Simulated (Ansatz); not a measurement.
Molecule: C2H5Cl3Si, net charge 0, singlet state. 
Coordinates optimised at B3LYP-D3(BJ)/def2-TZVP (Ansatz, a first-principles code):
```
C
H 1 1.0939
H 1 1.0939 2 106.54
C 1 1.5327 2 110.98 3 -120.92
H 4 1.0906 1 111.28 2 -60.72
H 4 1.0906 5 107.82 1 122.31
H 4 1.0908 5 107.85 6 116.22
Si 1 1.8535 2 106.80 3 113.87
Cl 8 2.0504 1 110.46 2 -56.85
Cl 8 2.0521 1 110.69 2 -176.93
Cl 8 2.0521 1 110.69 2 63.24
```

Computed values are from Ansatz. Correlated levels leave the core frozen unless marked. UHF or UKS for open shells. No spin-orbit coupling. No relativistic terms. CBS(X,Y): correlation extrapolated as X^-3; Hartree-Fock from the larger set.

### Question
What is the atomisation energy De at CCSD(T)/CBS(cc-pV(T+d)Z,cc-pV(Q+d)Z)?

### Answer
975.6 kcal/mol.

### Question
What is the dipole moment at CCSD(T)/aug-cc-pV(D+d)Z?

### Answer
2.10 D.

### Question
What is the total energy at CCSD(T)/CBS(cc-pV(T+d)Z,cc-pV(Q+d)Z)?

### Answer
-1747.6945 Eh.

### Question
What is the T1 diagnostic at CCSD/cc-pV(Q+d)Z?

### Answer
0.009.
